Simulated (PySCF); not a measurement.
## Dipole polarisabilities along group 6, charge +1

Calculated with PySCF 2.14 for the ground configurations, without spin-orbit coupling: coupled response for Hartree-Fock and DFT. Mean α in bohr³, C₆ of like pairs in atomic units.

```json
{"species": "Cr⁺ [Ar] 3d5 (def2-QZVPPD, non-relativistic)", "α UHF": "8.112", "α PBE": "12.35", "α PBE0": "10.65", "C₆ UHF": "27.49", "C₆ PBE": "40.44", "C₆ PBE0": "35.39"}
{"species": "Mo⁺ [Kr] 4d5 (def2-QZVPPD with the def2 core potential (28 electrons), ECP)", "α UHF": "17.05", "α PBE": "20.90", "α PBE0": "19.38", "C₆ UHF": "107.6", "C₆ PBE": "132.9", "C₆ PBE0": "123.2"}
{"species": "W⁺ [Xe] 4f14 5d4 6s1 (def2-QZVPPD with the def2 core potential (60 electrons), ECP)", "α UHF": "43.99", "α PBE": "34.67", "α PBE0": "36.10", "C₆ UHF": "387.3", "C₆ PBE": "296.7", "C₆ PBE0": "309.8"}
```

The values depend on the diffuse functions of the basis.
